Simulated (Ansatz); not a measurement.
Total energies of the cluster Cs3H2 (the lowest doublet isomer of a short search) from Ansatz at PBE0-D4/def2-TZVP, gas phase (1 Eh = 27.2114 eV = 2625.5 kJ/mol). The reference geometry is relaxed at PBE-D4/def2-TZVP.

```xyz
5

Cs   -1.800    1.269    0.068
Cs    1.611   -0.758    1.760
Cs    0.236   -0.892   -3.503
H    -0.458    0.804    2.389
H     0.411   -0.423   -0.714
```

```tsv
state	geometry	energy (Eh)
charge 0 doublet	reference	-61.62579
charge 1 singlet	reference	-61.50553
charge 0 quartet	relaxed at PBE-D4/def2-TZVP	-61.61862
free Cs atom (doublet)	–	-20.13995
free H atom (doublet)	–	-0.50104
```

In the def2 sets Cs takes a core potential; there is no spin–orbit coupling.

Task: Work out the vertical ionisation energy to the singlet.

Result: E(charge 1 singlet) − E(charge 0 doublet) = -61.50553 − (-61.62579) = 0.12026 Eh = 3.27 eV. For comparison, −ε of the highest occupied level of the spin that leaves is 2.09 eV at this level, 1.18 eV less.

Task: Which of the charge 0 states is lowest, and how far above it are the others?

Result: The doublet. quartet: -61.61862 − (-61.62579) = 0.00717 Eh = 18.8 kJ/mol. The quartet differs in its bonds from the reference.

Task: What is the binding energy per atom against free atoms?

Result: Atoms: 3 × (-20.13995) + 2 × (-0.50104) = -61.42193 Eh. Binding: -61.42193 − (-61.62579) = 0.20386 Eh = 5.55 eV, or 1.11 eV for each of 5 atoms (no zero-point energy, no counterpoise term).

The structure comes from a short search, and lower isomers may exist.
